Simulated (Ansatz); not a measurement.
Relaxation of C₂H₂BS (6 atoms, charge 0, multiplicity 2), to a largest force component of 0.02 eV/Å in at most 50 steps.

The calculation used UKS PBE0-D4/def2-SVP (Ansatz 0.2.0).

```xyz
6
Properties=species:S:1:pos:R:3:forces:R:3
C -0.448 1.148 0.096 1.22 -1.93 -0.14
B 0.064 -0.167 -0.016 -1.52 0.77 2.59
C 0.571 -1.469 -0.125 1.26 -3.00 0.11
S 1.144 -2.927 -0.243 -0.36 0.99 0.04
H -1.443 1.434 -0.210 -0.35 0.57 -0.44
H 0.271 0.522 -0.939 -0.24 2.60 -2.17
```

Where does it end, and by what steps?

The forces met the threshold. After 10 steps the energy has fallen by 2.492 eV; H6 moved furthest, 1.13 Å. Parted: B2–H6. Joined: C1–H6.

```json
{"step": "0", "energy less start (eV)": "0.0000", "largest force component (eV/Å)": "3.001", "accepted": "yes"}
{"step": "1", "energy less start (eV)": "-0.4185", "largest force component (eV/Å)": "1.424", "accepted": "yes"}
{"step": "2", "energy less start (eV)": "-0.6942", "largest force component (eV/Å)": "2.743", "accepted": "yes"}
{"step": "3", "energy less start (eV)": "-1.1275", "largest force component (eV/Å)": "2.749", "accepted": "yes"}
{"step": "4", "energy less start (eV)": "-1.5136", "largest force component (eV/Å)": "3.107", "accepted": "yes"}
{"step": "5", "energy less start (eV)": "-1.8133", "largest force component (eV/Å)": "2.873", "accepted": "yes"}
{"step": "6", "energy less start (eV)": "-2.3226", "largest force component (eV/Å)": "0.821", "accepted": "yes"}
{"step": "7", "energy less start (eV)": "-2.3588", "largest force component (eV/Å)": "1.252", "accepted": "yes"}
{"step": "8", "energy less start (eV)": "-2.4837", "largest force component (eV/Å)": "0.288", "accepted": "yes"}
{"step": "9", "energy less start (eV)": "-2.4922", "largest force component (eV/Å)": "0.025", "accepted": "yes"}
{"step": "10", "energy less start (eV)": "-2.4924", "largest force component (eV/Å)": "0.003", "accepted": "yes"}
```

```xyz
6
Properties=species:S:1:pos:R:3
C -0.433 0.901 -0.409
B 0.089 -0.401 -0.215
C 0.614 -1.706 -0.022
S 1.190 -3.135 0.189
H -1.172 1.346 0.266
H -0.128 1.538 -1.245
```

Run time: 26 s on 2 threads of Arm Neoverse V1, with other jobs on the host, peak memory 0.17 GiB.
